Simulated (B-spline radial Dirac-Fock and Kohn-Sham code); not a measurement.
**Sr⁶⁺: input and output of one calculation**

ΔSCF core binding energies without Breit or QED terms, calculated with an atomic code on a B-spline grid.

Input (task.json):

```json
{"items": [{"Z": 38, "q": 6, "cfg": [[1, 0, 2], [2, 0, 2], [2, 1, 6], [3, 0, 2], [3, 1, 6], [3, 2, 10], [4, 0, 2], [4, 1, 2]], "A": 88, "rrms": 4.224, "do": "settings", "holes": ["K", "L3", "M5"],
  "settings": [{"rel": "dirac", "method": "hf", "nuc": "fermi", "radius_factor": 1.0, "rmax": 45.0, "h": 0.3, "order": 7, "points": 10, "c_factor": 1.0, "maxit": 60, "damp": 0.5, "ndamp": 3, "tol": 1e-08}]}]}
```

Command: `python xray2_run.py task.json out`

Ground-state iterations:

```
iter   energy (Ha)        error
   1    -3161.20007931  1.39e+00
   2    -3166.58617054  5.06e-01
   3    -3168.00042239  1.29e-01
   4    -3168.10398424  3.66e-02
   5    -3168.11007924  1.60e-02
   6    -3168.11183531  3.77e-04
   7    -3168.11183714  1.36e-04
   8    -3168.11183722  7.36e-06
   9    -3168.11183722  2.84e-07
```

The ground state converged in 9 iterations, with total energy -3168.11184 Ha, virial ratio 1.97042 and highest orbital energy -102.57 eV. ΔSCF binding energies: K (1s) 16246.7 eV, L3 (2p3/2) 2044.2 eV, M5 (3d5/2) 230.6 eV.
